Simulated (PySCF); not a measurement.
**From a computed spectrum to the compound**

A species of 5 atoms with charge -1 has these harmonic modes (PBE0, small Gaussian bases with core potentials, PySCF 2.14.0):

| cm⁻¹ | km/mol | symmetry |
| --- | --- | --- |
| 512 | 519.5 | t2 |
| 512 | 519.5 | t2 |
| 512 | 519.5 | t2 |
| 534 | 0.0 | e |
| 534 | 0.0 | e |
| 1298 | 899.9 | t2 |
| 1298 | 899.9 | t2 |
| 1298 | 899.9 | t2 |
| 1418 | 0.0 | a1 |

(1) Which species is it, and in which structure?

Results:

(1) [LuH4]− (singlet):
```xyz
5

Lu    0.0000    0.0000    0.0000
H     1.1600    1.1600    1.1600
H    -1.1600   -1.1600    1.1600
H     1.1600   -1.1600   -1.1600
H    -1.1600    1.1600   -1.1600
```
Ideal gas at 298.15 K and 1 bar: S = 244.3 J/(mol K), Cp = 60.7 J/(mol K), H − H(0 K) = 12.8 kJ/mol (rigid rotor, harmonic modes, spin degeneracy alone). 
 Other answers can fit too; this one was computed.
